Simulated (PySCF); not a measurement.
```xyz
4
charge 0 multiplicity 3, angstrom
Pt    0.0000    0.0000   -0.2022
S     0.0000    0.0000    1.8831
F     1.8673    0.0000   -0.5489
F    -1.8673    0.0000   -0.5489
```

These are results of PySCF, UPBE0, basis Pt def2-SVP with ECP60, S def2-SVP, F def2-SVP (scalar-relativistic core potentials, no spin–orbit coupling, density fitting), not measurements.

This geometry of PtSF₂ is a stationary point at this level.

(1) What is the point group?

(2) Is it a minimum?

(3) List the harmonic modes with their infrared intensities.

Results:

(1) C2v.

(2) Yes: all harmonic wavenumbers are real.

(3) 
```csv
symmetry,ω (cm⁻¹),IR (km/mol),type
b2,122,0.0,bend
a1,188,2.9,bend
b1,204,5.5,bend
a1,505,0.1,stretch
a1,632,29.4,stretch
b2,656,131,stretch
```

Other isomers or separated fragments may lie lower. With open d or f shells other occupations or spin states may lie lower. No spin–orbit coupling is included, which matters more the heavier the element.
